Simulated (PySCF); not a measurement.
SMILES O=CC(F)=C=CF, C₄H₂F₂O

Molfile (atoms numbered from 1):
```
C4H2F2O
     RDKit          3D

  9  8  0  0  0  0  0  0  0  0999 V2000
   -0.1221    1.9641   -1.0582 O   0  0  0  0  0  0  0  0  0  0  0  0
   -0.9204    1.4724   -0.3138 C   0  0  0  0  0  0  0  0  0  0  0  0
   -0.7351    0.1585    0.3611 C   0  0  0  0  0  0  0  0  0  0  0  0
   -1.7544   -0.1479    1.1758 F   0  0  0  0  0  0  0  0  0  0  0  0
    0.2869   -0.6323    0.1958 C   0  0  0  0  0  0  0  0  0  0  0  0
    1.3787   -1.3073    0.0044 C   0  0  0  0  0  0  0  0  0  0  0  0
    1.5027   -2.2294   -0.9464 F   0  0  0  0  0  0  0  0  0  0  0  0
   -1.8835    1.9593   -0.0600 H   0  0  0  0  0  0  0  0  0  0  0  0
    2.2750   -1.1938    0.6055 H   0  0  0  0  0  0  0  0  0  0  0  0
  1  2  2  0
  2  3  1  0
  3  4  1  0
  3  5  2  0
  5  6  2  0
  6  7  1  0
  2  8  1  0
  6  9  1  0
M  END
```

Method: PySCF, TDDFT CAM-B3LYP/def2-TZVPD circular dichroism and optical rotation, one conformer, gas phase. Geometry: PBE0-D3(BJ)/def2-TZVP.

No stereocentre is labelled: unless the shape is locked (an allene, a helicene, a hindered biaryl), the mirror image is equally populated and a measured rotation or CD is zero.

Problem. Draw the ECD and absorption spectra from the lowest 12 states, each a Gaussian of half-width 0.35 eV at 1/e height.

Solution. 
```
E (eV)  λ (nm)  Δε (L mol⁻¹ cm⁻¹)  ε (L mol⁻¹ cm⁻¹)
  3.22     385              +0.08              1.02
  3.37     368              +0.22              2.89
  3.52     352              +0.42              5.68
  3.67     338              +0.57              7.71
  3.82     324              +0.54               7.3
  3.97     312              +0.32              5.04
  4.12     301              +0.04              3.54
  4.27     290              -0.33              5.05
  4.42     280              -0.81              9.67
  4.57     271              -1.22                16
  4.72     263              -1.28              35.2
  4.87     254              -1.09               158
  5.02     247              -1.42               728
  5.17     240              -3.39              2450
  5.32     233              -7.16              5760
  5.47     227             -10.08              9390
  5.62     220              -7.96             10700
  5.77     215              -1.01              8430
  5.92     209              +5.01              4690
  6.07     204              +5.98              1890
  6.22     199              +3.61               726
  6.37     195              +1.18               965
  6.52     190              -0.35              2640
  6.67     186              -1.49              5670
  6.82     182              -2.46              8770
  6.97     178              -3.15             10300
  7.12     174              -3.74             10400
  7.27     170              -4.32             10100
  7.42     167              -3.67              9440
  7.57     164              +0.71              8110
  7.72     161              +9.24              6710
  7.87     157             +16.49              5590
  8.02     155             +16.15              4320
  8.17     152              +9.93              2930
```
Δε uses R in velocity form, ε uses f in length form. Only the states computed contribute, so the short-wavelength end is incomplete.
